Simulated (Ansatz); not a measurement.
Stretching the Al1–O2 bond in AlO (multiplicity 2 held). Energies count from the point at 1.627 Å.


| level | energy at R = 6.510 Å (kcal/mol) | minus FCI/6-31G | cost |
|---|---|---|---|
| RO-HF/6-31G | 142.31 | 56.11 | - |
| U-HF/6-31G | 35.94 | -50.25 | - |
| RO-MP2/6-31G | 96.25 | 10.05 | - |
| U-MP2/6-31G | 64.92 | -21.27 | - |
| RO-SCS-MP2/6-31G | 88.23 | 2.03 | - |
| U-SCS-MP2/6-31G | 63.52 | -22.68 | - |
| U-CCSD/6-31G | 61.08 | -25.11 | - |
| U-CCSD(T)/6-31G | 61.79 | -24.40 | ×1 |
| FCI/6-31G | 86.20 | 0.00 | ×60 |

 Full CI is exact for the correlated electrons in its own basis alone.

The rows run from 35.94 (U-HF/6-31G) to 142.31 kcal/mol (RO-HF/6-31G).

R- and RO- levels are restricted; in cc, def2 and unpolarised 6-31G sets they are followed outwards from rest. Unrestricted levels (U-) break spin symmetry where that is lower. Full CI gives the lowest state of the spin. Levels need not reach the same state.

Cores are frozen in the correlated methods.

Doubts at one or more of the structures used: a restricted determinant that unrestricted orbitals would lower (RO-HF/6-31G, RO-MP2/6-31G, RO-SCS-MP2/6-31G); a spin-contaminated determinant (U-HF/6-31G, U-MP2/6-31G, U-SCS-MP2/6-31G, U-CCSD/6-31G, U-CCSD(T)/6-31G); T1 above 0.05 (U-CCSD/6-31G, U-CCSD(T)/6-31G); the program's own flag: large difference (U-CCSD/6-31G, U-CCSD(T)/6-31G).

Run with Ansatz (an electronic-structure program). Values without a source in brackets are computed.

Costs are rough ratios of core time to U-CCSD(T)/6-31G (about 4 s over the structures, on one shared machine); a dash marks a level with no comparable run of its own.
